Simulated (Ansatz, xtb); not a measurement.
# CH2GeO: which of two structures lies lower

We compare X, a singlet given by its coordinates, with Y, `[CH2]1[O][Ge]1`, a singlet. Both are isolated molecules in the gas phase, relaxed with r2SCAN-D4/def2-TZVP.

X (Å):

```tsv
atom	x (Å)	y (Å)	z (Å)
C	-2.4945	0.7442	0.1375
Ge	-1.5439	-0.9514	0.4727
O	-2.1115	1.1215	1.2449
H	-3.0964	1.4175	-0.5029
H	-2.9047	-1.5312	1.0691
```

Close contacts (Å): C1–Ge2 1.97, C1–O3 1.23, Ge2–O3 2.28, C1–H4 1.11, Ge2–H5 1.59.

Y (Å):

```tsv
atom	x (Å)	y (Å)	z (Å)
C	-1.0354	-1.4158	0.9225
Ge	0.9202	-1.2475	0.9376
O	-0.3173	-1.6185	-0.3241
H	-1.6764	-0.5350	0.9128
H	-1.5260	-2.3167	1.2892
```

**Question.** Which of the two would you expect CCSD(T)/def2-TZVPP electronic energies to favour?

**Answer.** Structure Y; the calculation gives E(Y) − E(X) = −82.1 kJ/mol.

How the difference moves with the method:

| level | geometry | E(Y) − E(X) (kJ/mol) | departure from the last row (kJ/mol) | job, with rough time for the two |
| --- | --- | --- | --- | --- |
| r2SCAN-D4/def2-TZVP | r2SCAN-D4/def2-TZVP | −79.5 | +2.6 | optimisation, 79 s |
| HF/def2-TZVPP | r2SCAN-D4/def2-TZVP | −55.5 | +26.6 | part of the CCSD(T) run |
| MP2/def2-TZVPP | r2SCAN-D4/def2-TZVP | −96.4 | −14.3 | part of the CCSD(T) run |
| CCSD(T)/def2-TZVPP | r2SCAN-D4/def2-TZVP | −82.1 |  | single point, 75 s |

The levels shown agree on the order. The largest departure from CCSD(T)/def2-TZVPP is that of HF/def2-TZVPP, 26.6 kJ/mol. Levels run at GFN2-xTB geometries aren't shown.

With harmonic frequencies from r2SCAN-D4/def2-TZVP (ideal gas, rigid rotor, one conformer each, 298.15 K, 1 atm): on the last row, ΔE + ΔZPE = −68.6, ΔH = −70.3, ΔG = −67.1 kJ/mol.

The T1 diagnostic of structure X is large, so the coupled-cluster value is less sure. The correlated steps freeze 11 core orbitals; the filled d shell of Ge is correlated, in a basis made for valence electrons. Mirror images aren't counted in ΔG. Programs: Ansatz 0.2.0; the last row on 2 threads of Intel(R) Xeon(R) Processor @ 2.50GHz (Skylake/Cascade Lake) on a shared host.
